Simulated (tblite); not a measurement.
Isomers of C5H10Si. Level: GFN2-xTB in tblite, geometry and Hessian alike; calculated harmonic values, unscaled, isolated species. The method is semi-empirical: single wavenumbers can be off by several per cent or more. Modes of hydrogen on silicon can be 10 to 20 % off. One conformer each.

Electronic energies: GFN2-xTB at the same geometries; isomer energies are rough at this level and their order can be wrong.

| SMILES | electronic energy, lowest = 0 (kJ/mol) |
| --- | --- |
| C=CC1C[SiH2]C1 | 49.6 |
| C=CC[SiH]1CC1 | 159.0 |
| CCC1=C[C@H]1[SiH3] | 143.0 |
| C=C[SiH2]C(=C)C | 108.8 |
| C=CC(=C)C[SiH3] | 51.6 |
| C[SiH]1CC=CC1 | 0.0 |

**Question.** How do GFN2-xTB zero-point energies change the relative energies?

**Answer.** 
```json
{"SMILES": "C[SiH]1CC=CC1", "ZPE (kJ/mol)": "345.1", "of it from modes above 1550 cm⁻¹": "185.6", "electronic (kJ/mol)": "0.0", "with ZPE, lowest = 0 (kJ/mol)": "0.0", "lowest mode (cm⁻¹)": "56", "rings": "1"}
{"SMILES": "C=CC1C[SiH2]C1", "ZPE (kJ/mol)": "339.5", "of it from modes above 1550 cm⁻¹": "182.1", "electronic (kJ/mol)": "49.6", "with ZPE, lowest = 0 (kJ/mol)": "44.0", "lowest mode (cm⁻¹)": "13", "rings": "1"}
{"SMILES": "C=CC(=C)C[SiH3]", "ZPE (kJ/mol)": "328.3", "of it from modes above 1550 cm⁻¹": "189.0", "electronic (kJ/mol)": "51.6", "with ZPE, lowest = 0 (kJ/mol)": "34.8", "lowest mode (cm⁻¹)": "74", "rings": "0"}
{"SMILES": "C=C[SiH2]C(=C)C", "ZPE (kJ/mol)": "331.7", "of it from modes above 1550 cm⁻¹": "192.3", "electronic (kJ/mol)": "108.8", "with ZPE, lowest = 0 (kJ/mol)": "95.3", "lowest mode (cm⁻¹)": "32", "rings": "0"}
{"SMILES": "CCC1=C[C@H]1[SiH3]", "ZPE (kJ/mol)": "328.0", "of it from modes above 1550 cm⁻¹": "178.0", "electronic (kJ/mol)": "143.0", "with ZPE, lowest = 0 (kJ/mol)": "125.9", "lowest mode (cm⁻¹)": "44", "rings": "1"}
{"SMILES": "C=CC[SiH]1CC1", "ZPE (kJ/mol)": "342.5", "of it from modes above 1550 cm⁻¹": "188.7", "electronic (kJ/mol)": "159.0", "with ZPE, lowest = 0 (kJ/mol)": "156.4", "lowest mode (cm⁻¹)": "38", "rings": "1"}
```

The zero-point energies span 17.1 kJ/mol, from `CCC1=C[C@H]1[SiH3]` to `C[SiH]1CC=CC1`. The lowest isomer stays, but the order above it changes.

**Question.** What do entropy and thermal enthalpy add at 298.15 K and 1 bar (rigid rotor, harmonic oscillator, one conformer each)?

**Answer.** 
| SMILES | point group | symmetry number | S (J/(mol K)) | H − H(0) (kJ/mol) | ZPE + H − H(0) − TS (kJ/mol) |
| --- | --- | --- | --- | --- | --- |
| C[SiH]1CC=CC1 | Cs | 1 | 355.9 | 22.50 | 261.5 |
| C=CC(=C)C[SiH3] | C1 | 1 | 370.3 | 24.46 | 242.4 |
| C=C[SiH2]C(=C)C | C1 | 1 | 393.7 | 26.28 | 240.6 |
| CCC1=C[C@H]1[SiH3] | C1 | 1 | 384.6 | 25.55 | 238.9 |
| C=CC[SiH]1CC1 | C1 | 1 | 372.3 | 23.84 | 255.4 |

Not tabulated: `C=CC1C[SiH2]C1` (lowest mode only 13 cm⁻¹).
